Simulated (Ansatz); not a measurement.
Ga₈P₈H₂₂⁻, a nanocrystal cut from wurtzite GaP (hydrogen-capped). Charge -1, multiplicity 2. Geometry PBE-D4/def2-SVP, that of the neutral singlet; atoms count from 1.

```xyz
38

Ga    2.6972    1.3739   -3.4099
P     1.9778   -0.9679   -3.5984
P     1.7815    1.7363   -1.2059
Ga   -0.5995    1.6625   -1.1853
Ga    0.7520   -2.1191   -1.8744
P    -1.0992   -0.6788   -1.4422
P    -1.3870    2.1699    1.0050
Ga   -3.7965    2.2627    1.1211
Ga   -2.3696   -1.6919    0.3037
P    -4.1607   -0.1277    0.6847
Ga    2.8994    0.3807    0.3875
P     2.0562   -1.8284    0.0881
P     1.8628    1.0482    2.4641
Ga   -0.5237    0.8492    2.7760
Ga    1.0704   -2.7998    2.0832
P    -0.9260   -1.4203    2.1689
H     1.8566    2.1717   -4.4796
H     4.2726    1.3340   -3.3296
H     1.2477   -1.1569   -4.8139
H     3.0996   -1.7981   -3.9122
H     2.1191    3.0847   -0.8587
H    -1.2700    2.5310   -2.3166
H     0.3732   -3.5991   -2.2528
H    -1.9255   -0.7755   -2.6075
H    -0.9309    3.5021    1.2695
H    -4.3668    3.0238   -0.1370
H    -4.2465    2.4999    2.6148
H    -2.8651   -3.1559    0.0066
H    -5.0819   -0.2904   -0.3977
H    -4.9711   -0.6935    1.7188
H     4.4668    0.5197    0.4403
H     3.2347   -2.6031   -0.1600
H     2.2169    2.4122    2.7040
H     2.5543    0.4645    3.5696
H    -0.9643    1.2630    4.2298
H     0.6474   -4.2866    1.7686
H     1.9822   -2.3673    3.3053
H    -1.6838   -1.9300    3.2719
```

Single mean-field runs in def2-SVP are fitted with def2-universal-jkfit. The highest occupied level of the charge -1 doublet lies above zero (up to 0.91 eV). By energy differences its removal costs 0.18 eV (vertical, to the charge 0 singlet, at PBE0-D4/def2-SVP); self-interaction error and the lack of diffuse functions both raise the level.

Q: Estimate the Mulliken populations of the heavy atoms from the PBE0/def2-SVP orbitals of Ansatz.

A: 
```csv
atom,charge (e),spin (α − β)
Ga1,0.12,0.14
P2,-0.16,0.03
P3,-0.27,-0.04
Ga4,0.23,0.18
Ga5,0.33,0.07
P6,-0.40,0.06
P7,-0.27,-0.04
Ga8,0.12,0.14
Ga9,0.33,0.07
P10,-0.16,0.03
Ga11,0.27,0.10
P12,-0.37,0.02
P13,-0.15,0.00
Ga14,0.27,0.10
Ga15,0.22,-0.01
P16,-0.37,0.02
```
Mulliken values and Mayer orders depend strongly on the basis.

Q: Where does the spin sit?

A: Summed by element: Ga 0.77, P 0.08, H 0.15, of 1 unpaired in all. Largest on single atoms: Ga4 0.18, Ga8 0.14, Ga1 0.14.

Q: And the Mayer bond orders between bonded heavy atoms (over 0.3)?

A: Ga1–P2 0.65 (2.46 Å); Ga1–P3 0.70 (2.41 Å); P2–Ga5 0.65 (2.41 Å); P3–Ga4 0.71 (2.38 Å); P3–Ga11 0.78 (2.37 Å); Ga4–P6 0.78 (2.41 Å); Ga4–P7 0.71 (2.38 Å); Ga5–P6 0.77 (2.39 Å); Ga5–P12 0.78 (2.37 Å); P6–Ga9 0.77 (2.39 Å); P7–Ga8 0.70 (2.41 Å); P7–Ga14 0.78 (2.37 Å); Ga8–P10 0.65 (2.46 Å); Ga9–P10 0.65 (2.41 Å); Ga9–P16 0.78 (2.37 Å); Ga11–P12 0.81 (2.38 Å); Ga11–P13 0.70 (2.42 Å); P12–Ga15 0.69 (2.43 Å); P13–Ga14 0.70 (2.42 Å); Ga14–P16 0.81 (2.38 Å); Ga15–P16 0.69 (2.43 Å).
